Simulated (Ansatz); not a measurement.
`F[SiH2][S][AlH2]` + HI → `F[SiH2]I` + `[AlH2][SH]` at 500 K and 1 bar (ligand exchange at the Si–S bond).

Calculated with Ansatz (gas phase, PBE0-D4/def2-TZVP geometries, no zero-point term in ΔE). CCSD(T)/CBS is the MP2 limit (def2-TZVPP, def2-QZVPP) plus CCSD(T) − MP2 in def2-TZVPP, frozen cores. This one scheme is used for every species. Elements past krypton have def2 core potentials. For I outer-core shells are correlated without core-valence functions, which leaves a few kJ/mol of doubt a bond. Each species was taken in one conformer, which may not be the lowest.

```json
{"species": "`F[SiH2][S][AlH2]`", "CCSD(T)/CBS energy (Eh)": "-1031.18703", "H − E (kJ/mol)": "139.3", "S (J/(mol·K))": "408.3"}
{"species": "HI", "CCSD(T)/CBS energy (Eh)": "-298.03592", "H − E (kJ/mol)": "28.6", "S (J/(mol·K))": "221.6"}
{"species": "`F[SiH2]I`", "CCSD(T)/CBS energy (Eh)": "-687.61044", "H − E (kJ/mol)": "82.2", "S (J/(mol·K))": "336.9"}
{"species": "`[AlH2][SH]`", "CCSD(T)/CBS energy (Eh)": "-641.61836", "H − E (kJ/mol)": "86.7", "S (J/(mol·K))": "303.7"}
```

H − E and S are ideal-gas, rigid-rotor, harmonic terms from PBE0-D4/def2-TZVP, for one conformer and one mirror image of each species. 1 Eh = 2625.50 kJ/mol, R = 8.31446 J/(mol·K).

Problem. By hand: ΔE, ΔH, ΔS and ΔG.

Solution. ΔE = (-687.61044) + (-641.61836) − (-1031.18703) − (-298.03592) = -0.00585 Eh = -15.4 kJ/mol. Δ(H − E) = 82.2 + 86.7 − 139.3 − 28.6 = 1.0, so ΔH = -14.4 kJ/mol. ΔS = 336.9 + 303.7 − 408.3 − 221.6 = 10.7 J/(mol·K). ΔG = -14.4 − 500 × (10.7)/1000 = -19.8 kJ/mol.

Problem. By hand: the equilibrium constant, and the temperature at which ΔG would vanish if ΔH and ΔS stayed fixed.

Solution. log₁₀ K = −ΔG/(RT ln 10) = 2.1. ΔH and −TΔS have one sign here, so there is no such temperature.

TΔS isn't small against ΔH here. A doubt of 5 kJ/mol in ΔE shifts log₁₀ K by 0.5 here. Other conformers and mirror images would add mixing entropy, several J/(mol·K) or more a flexible species. Modes under 60 cm⁻¹, often nearly free rotors, make the harmonic entropy too high. These are equilibria of isolated gas molecules and say nothing of rates. Largest T1 diagnostic: 0.012 (customary marks: 0.02 for closed shells, 0.045 for open ones).

ΔS is within the doubt of such terms, so its sign, and with it that verdict, could turn.
